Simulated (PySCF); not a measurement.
C₄H₈SSi.
Numbering: `[CH2:1]=[CH:2][Si:3]1([SH:4])[CH2:5][CH2:6]1`

Geometry (GFN2-xTB, Å), atoms numbered from 1 in this order:
```
atom  x, y, z in Å
C1     2.356   -0.695    0.297
C2     1.746    0.356   -0.229
Si3   -0.105    0.568   -0.305
S4    -0.582    2.452   -1.247
C5    -1.338   -0.851   -0.433
C6    -1.331   -0.139    0.939
H7     3.431   -0.784    0.317
H8     1.805   -1.512    0.733
H9     2.337    1.155   -0.657
H10   -1.873    2.414   -0.965
H11   -2.247   -0.756   -1.010
H12   -0.984   -1.872   -0.428
H13   -2.235    0.397    1.195
H14   -0.981   -0.733    1.771
```

NICS = −σ at a ghost point: NICS(0) at the centroid of the ring atoms, NICS(1) 1 Å to either side along the normal of their mean plane, zz for the tensor component along that normal. Level: GIAO PBE0/pcSseg-1 (PySCF, non-relativistic, gas phase) on the GFN2-xTB geometry, one conformer.

Ring bond lengths (Å), with Mayer bond orders in brackets: Si3–C5 1.884 (0.92), C5–C6 1.546 (0.88), C6–Si3 1.884 (0.93).

Q: Give the NICS values of each ring in ppm.

A: 
| ring | type | NICS(0) | NICS(1), two faces | NICS(1)zz, two faces | rms pucker (Å) | centre to ring atoms, mean (Å) |
| --- | --- | --- | --- | --- | --- | --- |
| Si3–C5–C6 | 3-membered ring with Si; formal bonds all single | -21.3 | -5.9 / -5.7 | -10.3 / -12.2 | 0.00 | 1.02 |

Q: What can be read from them?

A: 
- Si3–C5–C6: mean NICS(1)zz -11.2 ppm, shielded. Si3, C5, C6 have four or more neighbours, and the NICS criterion for π rings isn't applied. NICS(0) lies 15 ppm below the mean NICS(1).

Q: What field does 1 T along the ring normal induce along that normal at the first NICS(1) probe listed for ring Si3–C5–C6, 1 Å off the ring?

A: NICSzz × B0 = -10.3 ppm × 1 T = -10 μT, against the applied field.

Q: How shielded are the nuclei of the rings and their hydrogens (means over atoms taken as equivalent)?

A: 
| atoms | environment | σ isotropic (ppm) |
| --- | --- | --- |
| Si3 | four-coordinate silicon | 420.9 |
| C5 (×2) | sp3 carbon bound to silicon | 179.9 |
| H11 (×2) | methylene hydrogen | 30.92 |
| H12 (×2) | methylene hydrogen | 30.75 |
